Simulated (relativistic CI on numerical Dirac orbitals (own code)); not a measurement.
Calculated at this level of theory: Dirac-Coulomb-Breit CI, orbitals from a KLI potential per configuration, QED by a radiative potential, unscaled Slater integrals (own radial code, finite nucleus).

The strongest absorption lines from the ground level of an ion, among the configurations computed and to levels below about 3130 eV (vacuum wavelength in nm, gf): 0.40415 (0.11), 0.40857 (0.066), 0.52195 (0.0012), 0.55876 (0.13), 0.56464 (0.22), 0.57982 (0.24), 4.1682 (0.52), 10.540 (0.052).

(1) Which ion is it?
A. Sm XLIX
B. Xe XLIII
C. Sm LI
D. Ce XLVII

Answers

(1) C. Sm LI has 12 electrons and the ground level 3s² ¹S0; the strongest line goes to 3s3p ¹P°1. The pattern of lines fixes the number of electrons, and along that sequence the line energies rise steadily with the charge (about as its square where n changes within one kind of shell, about linearly where n is kept but much faster in heavy ions where fine structure, which grows about as Z⁴, sets the gap, and irregularly where shells cross), which fixes Z. Configurations outside the model, such as inner-shell arrays, can give stronger lines. At this charge energies of transitions that change n are usually good to better than 1 %, and those within a shell (Δn = 0) to a few per cent.

LS names give the leading component of a level, which can be under half, so a name can repeat, a term be missing and a line seem to break the LS rules.
